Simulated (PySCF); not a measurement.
PySCF input for HO₃S, SMILES O=S(=O)=[OH+], charge +1, PBE/pcJ-1. Coordinates come from a PBE-D3(BJ)/def2-SVP optimisation. The isomer is the one that the SMILES or the coordinates give; other isomers of the formula were not compared.

```python
import numpy as np
from pyscf import gto, scf, dft
from pyscf.prop.ssc import rks as ssc

mol = gto.M(
    atom='''
    O    -1.36995460    0.60997420    0.00000000
    S    -0.10069772   -0.08447536    0.00000000
    O     0.25439494   -1.48059813    0.00000000
    O     1.19272383    0.81508652    0.00000000
    H     0.99385014    1.79590512    0.00000000
    ''',
    basis='pcJ-1',
    charge=1,
    spin=0,
    max_memory=1600,
    verbose=3,
)
mf = dft.RKS(mol, xc='pbe')
mf.grids.level = 3
mf.conv_tol = 1e-10
mf.max_cycle = 100
mf.kernel()
j = ssc.SSC(mf)
j.with_fcsd = True
j.max_cycle_cphf = 80
j.conv_tol = 1e-7
e11 = j.kernel()
```

Output:

```
converged SCF energy = -621.063935166503
Reduced spin-spin coupling constant K (Hz)
               #0        #1        #2        #3        #4
        0 O    0.00000
        1 S  -265.64893   0.00000
        2 O  -21.22582 -275.63151   0.00000
        3 O  -22.61481 -210.50147 -19.94116   0.00000
        4 H   -0.58440  -1.40905  -0.42391  14.82720   0.00000
Spin-spin coupling constant J (Hz)
               #0        #1        #2        #3        #4
        0 O    0.00000
        1 S   86.37216   0.00000
        2 O  -12.18002  89.61786   0.00000
        3 O  -12.97707  68.44171 -11.44284   0.00000
        4 H    2.47273  -3.37814   1.79365 -62.73762   0.00000
```

Self-consistency was reached.
